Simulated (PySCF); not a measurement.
C₅H₁₂SZn, SMILES C[S][Zn][C](C)(C)C (GFN2-xTB optimised geometry):

```
19

Zn     0.052    -1.352     0.000
C     -1.720    -0.238     0.000
C     -1.299     1.137    -0.508
C     -2.785    -0.825    -0.918
C     -2.264    -0.120     1.419
H     -2.164     1.804    -0.532
H     -0.895     1.082    -1.519
H     -0.552     1.591     0.144
H     -2.419    -0.921    -1.939
H     -3.108    -1.804    -0.574
H     -3.658    -0.168    -0.935
H     -2.597    -1.084     1.796
H     -1.514     0.279     2.102
H     -3.120     0.560     1.430
S      2.412    -1.352     0.000
C      2.590     0.463     0.115
H      2.163     0.943    -0.762
H      3.658     0.656     0.148
H      2.128     0.834     1.026
```

Computed with PBE0/def2-SVP in PySCF.

Task: What are the frontier orbital energies and the dipole moment?

Result: HOMO-2 -7.89 eV, HOMO-1 -6.32 eV, HOMO -5.91 eV, LUMO -1.24 eV, LUMO+1 0.77 eV; dipole moment 2.37 D.

On the same geometry PBE/def2-SVP (PySCF) gives HOMO-2 -6.75 eV, HOMO-1 -5.29 eV, HOMO -4.67 eV, LUMO -1.96 eV, LUMO+1 -0.08 eV; dipole moment 2.26 D.

Meta-Löwdin charges at PBE0/def2-SVP: Zn1 0.92, C2 -0.28, C3 -0.31, C4 -0.30, C5 -0.30, H6 0.09, H7 0.09, H8 0.09, H9 0.09, H10 0.09, H11 0.08, H12 0.09, H13 0.09, H14 0.09, S15 -0.55, C16 -0.34, H17 0.11, H18 0.12, H19 0.11.
